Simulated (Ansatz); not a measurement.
A geometry relaxed with PBE0-D3(BJ)/def2-TZVP in Ansatz (a quantum-chemistry and plane-wave program), charge 0, multiplicity 2:

```xyz
8

O      1.7198    -0.6718     0.3899
C      1.2945     0.2936    -0.2100
N      0.0113     0.3976    -0.6800
H     -0.6343    -0.8460     0.8924
H     -1.7178    -0.7297    -0.5467
H     -1.5952     0.6196     0.5674
H      1.9422     1.1317    -0.5153
C     -1.0205    -0.1949     0.1023
```

Write the SMILES of this molecule.

`C[N]C=O`
